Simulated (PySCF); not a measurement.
## P⁺: excitation energy

P⁺ [Ne] 3s2 3p2 (3P) → P⁺ [Ne] 3s1 3p3 (5S), as a difference of total energies. All numbers are calculated (PySCF 2.14, no relativity, point nucleus, in aug-cc-pwCVQZ (10s9p7d5f3g, 134 functions)). Correlated levels: valence: [Ne] frozen; valence and next inner shell: 1s2 frozen; nothing frozen. The calculations carry no spin-orbit coupling.

Task: Order these methods by the excitation energy they give, lowest first.
A. r2SCAN
B. SCS-MP2 (valence and next inner shell)
C. MP2 (valence and next inner shell)
D. M06

Result: A (4.901 eV), C (5.248 eV), B (5.749 eV), D (5.908 eV).

For comparison: 5.627 eV (measured; NIST levels, between the centres of gravity of the two terms).
